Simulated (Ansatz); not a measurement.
`B[CH2][Al]([OH])[Cl]` + H₂ → `[OH][AlH][Cl]` + `BC` at 500 K and 1 bar (hydrogenolysis of the Al–C bond).

Computed with Ansatz on PBE0-D4/def2-TZVP structures; ΔE is electronic, products minus reactants. CCSD(T)/CBS adds triple-zeta CCSD(T) − MP2 to the extrapolated MP2 energy (def2 sets, frozen cores). This one scheme is used for every species. Each species was taken in one conformer, which may not be the lowest.

```csv
species,CCSD(T)/CBS energy (Eh),H − E (kJ/mol),S (J/(mol·K))
`B[CH2][Al]([OH])[Cl]`,-842.96078,215.3,437.9
H₂,-1.17544,41.0,145.5
`[OH][AlH][Cl]`,-778.29577,87.7,327.6
`BC`,-65.83255,172.2,281.8
```

H − E and S are ideal-gas, rigid-rotor, harmonic terms from PBE0-D4/def2-TZVP, for one conformer and one mirror image of each species. For small species the MP2-based limit differs from directly extrapolated CCSD(T) by up to some mEh (0.8 for H₂); such offsets cancel only in part. 1 Eh = 2625.50 kJ/mol, R = 8.31446 J/(mol·K).

By hand: ΔE, ΔH, ΔS and ΔG.

ΔE = (-778.29577) + (-65.83255) − (-842.96078) − (-1.17544) = 0.00790 Eh = 20.7 kJ/mol. Δ(H − E) = 87.7 + 172.2 − 215.3 − 41.0 = 3.6, so ΔH = 24.3 kJ/mol. ΔS = 327.6 + 281.8 − 437.9 − 145.5 = 26.0 J/(mol·K). ΔG = 24.3 − 500 × (26.0)/1000 = 11.3 kJ/mol.

By hand: the equilibrium constant, and the temperature at which ΔG would vanish if ΔH and ΔS stayed fixed.

log₁₀ K = −ΔG/(RT ln 10) = -1.2. ΔG = 0 at ΔH/ΔS = 935 K.

TΔS isn't small against ΔH here. A doubt of 5 kJ/mol in ΔE shifts log₁₀ K by 0.5 here. Other conformers and mirror images would add mixing entropy, several J/(mol·K) or more a flexible species. Modes under 60 cm⁻¹, often nearly free rotors, make the harmonic entropy too high. These are equilibria of isolated gas molecules and say nothing of rates. Largest T1 diagnostic: 0.011 (customary marks: 0.02 for closed shells, 0.045 for open ones).
